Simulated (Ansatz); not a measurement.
CH5AlF3N, SMILES `C[NH2+][Al-]([F])([F])[F]`, charge 0, multiplicity 1.

Give a relaxed structure at PBE0-D4/def2-TZVP (Ansatz 0.2.0). (Best estimate.)

Ansatz gave: 
Cartesian coordinates in Å:
```
C -0.4366 -0.3202 1.2725
N 0.5905 -0.3269 0.2107
Al -0.0106 0.5751 -1.4502
F -1.3307 -0.3502 -1.8400
F 1.3282 0.4058 -2.4114
F -0.3273 2.0978 -0.8740
H -0.0865 -0.8210 2.1760
H -1.3269 -0.8211 0.8956
H -0.6921 0.7135 1.5000
H 1.4378 0.1291 0.5382
H 0.8542 -1.2818 -0.0173
```
Point group Cs.
This is one stationary point; other conformers may exist.
